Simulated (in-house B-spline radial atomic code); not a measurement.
Computed with a B-spline radial atomic code. Model: two electrons, singlet ground state, non-relativistic, full CI in B-splines with partial waves to l = 8 (at full coupling up to 3e-4 hartree above the limit, correlation up to 0.6 % small), density held at that of full coupling by Lieb maximisation.

W(λ) is the mean repulsion in the state of coupling λ less the Hartree energy of the fixed density. Its start is exact exchange, its initial slope is twice the second-order Görling-Levy correlation energy, and its area from 0 to 1 is E_xc. A straight curve means weak, dynamic correlation, and a curve that drops fast and flattens means strong correlation.

Command:
```bash
python run_ac.py task.json out
```
Settings (lengths in bohr, energies in hartree):
```
potential              gauss
strength               5.75
lmax                   8
second                 1.72
```

Time taken, with all properties: 12 s on 1 thread of Intel(R) Xeon(R) Processor @ 2.30GHz, with other jobs on the host.

**W = mean repulsion less Hartree energy, and W of three functionals.**

Given: confinement Gaussian well; well depth 5.75 hartree; well width 1.72 bohr; external potential -V exp(-r^2/w^2).

Computed: LDA exchange minus exact 135.63 millihartree; PBE exchange minus exact 38.398 millihartree.

```tsv
coupling	W xc (hartree)	W xc minus exchange (millihartree)	kinetic minus Kohn-Sham (millihartree)	LDA (PW92) W minus its exchange (millihartree)	PBE W minus its exchange (millihartree)	SCAN W minus its exchange (millihartree)
0	-0.92632	0	0	0	0	0
0.02	-0.92824	-1.927	0.02	-11.76	-3.05	-1.88
0.05	-0.9311	-4.781	0.12	-23.99	-7.46	-4.64
0.12	-0.93759	-11.277	0.67	-45.69	-17.1	-10.83
0.25	?	?	?	?	?	?
0.4	-0.96146	-35.137	6.8	-102.73	-49.68	-33.22
0.6	?	?	?	?	?	?
0.8	-0.99048	-64.157	24.03	-155.61	-86.16	-60.39
1	-1.0031	-76.803	35.39	-176.15	-101.5	-72.34
1.4	-1.0254	-99.042	61.95	-210.21	-128.09	-93.64
2	-1.0526	-126.33	108.03	-249.84	-160.54	-120.47
3	-1.0868	-160.47	192.42	-298.04	-201.72	-155.38
4.5	-1.1218	-195.49	321.88	-347.67	-245.63	-192.9
7	-1.158	-231.71	526.16	-400.97	-294.04	-233.19
10	-1.1844	-258.07	747.19	-441.94	-331.91	-262.59
```

(1) What belongs in the row 0.25?

(2) What belongs in the row 0.6?

(3) What is the SCAN exchange minus exact?

**Energy parts, natural occupations and partial-wave weights.**

Computed: total energy -5.3273 hartree; exchange energy -0.92632 hartree; kinetic part of the DFT correlation energy 0.035392 hartree; initial slope twice GL2 -0.096825 hartree; kinetic part over minus potential part 0.46082; Hartree energy 1.8526 hartree; Kohn-Sham kinetic 1.9906 hartree.

```json
{"natural": "s", "occupation of the shell (electrons)": "1.9817"}
{"natural": "p", "occupation of the shell (electrons)": "0.016124"}
{"natural": "s", "occupation of the shell (electrons)": "0.0012897"}
{"natural": "d", "occupation of the shell (electrons)": "0.00057295"}
{"natural": "p", "occupation of the shell (electrons)": "?"}
{"natural": "f", "occupation of the shell (electrons)": "7.0962e-05"}
```

(4) What belongs in the row p?

```csv
wave,weight
s,0.9915
p,?
d,0.00030183
f,3.9647e-05
g,8.8767e-06
```

(5) What belongs in the row p?

(6) What is the correlation energy?

(7) What is the Lieb Oxford ratio E_xc over LDA exchange?

## Answers

(1) W xc (hartree): -0.94908; W xc minus exchange (millihartree): -22.761; kinetic minus Kohn-Sham (millihartree): 2.79; LDA (PW92) W minus its exchange (millihartree): -75.78; PBE W minus its exchange (millihartree): -33.21; SCAN W minus its exchange (millihartree): -21.64.

(2) W xc (hartree): -0.97664; W xc minus exchange (millihartree): -50.321; kinetic minus Kohn-Sham (millihartree): 14.36; LDA (PW92) W minus its exchange (millihartree): -131.67; PBE W minus its exchange (millihartree): -69.05; SCAN W minus its exchange (millihartree): -47.41.

(3) 4.5477 millihartree.

(4) occupation of the shell (electrons): 0.00015211.

(5) weight: 0.0081432.

(6) -0.041411 hartree.

(7) 1.2239.

Half-way to full coupling W has made 56 % of its drop, against 50 % for a straight line, and second-order (GL2) theory, half the initial slope, overshoots the correlation energy by about 17 %: a moderate bend, as in light atoms. Over couplings 0 to 1 the errors in E_xc come to about +67 millihartree for LDA, +23 millihartree for PBE, +6.9 millihartree for SCAN, so SCAN is nearest. In LDA and PBE the errors of exchange and correlation have opposite signs, so the sum is smaller than the larger of the two.
